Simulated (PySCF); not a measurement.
C₂H₆Cl₂OSn. Atoms are numbered in the order given.

```xyz
12

C      2.7478     0.2535     0.0000
O      1.5858     1.0596     0.0000
Sn    -0.2188     0.2514     0.0000
C     -1.7007     1.7953     0.0000
Cl    -0.3374    -1.1649    -1.8896
Cl    -0.3374    -1.1649     1.8896
H      2.8095    -0.3927     0.8956
H      2.8095    -0.3927    -0.8956
H      3.6251     0.9214     0.0000
H     -2.3150     1.6889    -0.9032
H     -1.1711     2.7573     0.0000
H     -2.3150     1.6889     0.9032
```

Coordinates come from a B3LYP-D3(BJ)/def2-SVP optimisation. The def2 effective core potentials stand for the cores of Sn; spin–orbit coupling is left out. Other conformers were not sampled.

Method: TDDFT-ωB97X/def2-SVPD in PySCF.

Vertical excitations.  State labels are in the subgroup Cs.

Computed UV-visible absorptions:
```
state  symmetry  energy (eV)  λ (nm)      f                          main pairs
-----  --------  -----------  ------  -----  ----------------------------------
S1           A"         5.56     223  0.012                      HOMO→LUMO 86 %
S2           A'         6.27     198  0.117  HOMO−1→LUMO 67 %, HOMO−2→LUMO 13 %
S3           A"         6.27     198  0.047                    HOMO−3→LUMO 87 %
S4           A"         6.34     195  0.000                    HOMO−4→LUMO 90 %
S5           A'         6.46     192  0.103  HOMO−2→LUMO 66 %, HOMO−5→LUMO 10 %
S6           A'         6.78     183  0.016  HOMO−5→LUMO 68 %, HOMO−1→LUMO 10 %
S7           A"         7.68     162  0.011  HOMO→LUMO+1 55 %, HOMO→LUMO+3 25 %
S8           A'         7.76     160  0.233  HOMO−6→LUMO 68 %, HOMO−2→LUMO 11 %
S9           A'         8.00     155  0.083                    HOMO→LUMO+2 81 %
S10          A"         8.16     152  0.033                  HOMO−1→LUMO+2 75 %
T1           A"         5.16     240      0                      HOMO→LUMO 81 %
T2           A'         5.47     227      0                    HOMO−1→LUMO 76 %
T3           A'         5.66     219      0                    HOMO−2→LUMO 81 %
T4           A"         5.74     216      0                    HOMO−3→LUMO 89 %
```
Triplets are in the Tamm–Dancoff approximation, which puts them higher than full response would, so one can lie above its singlet here.
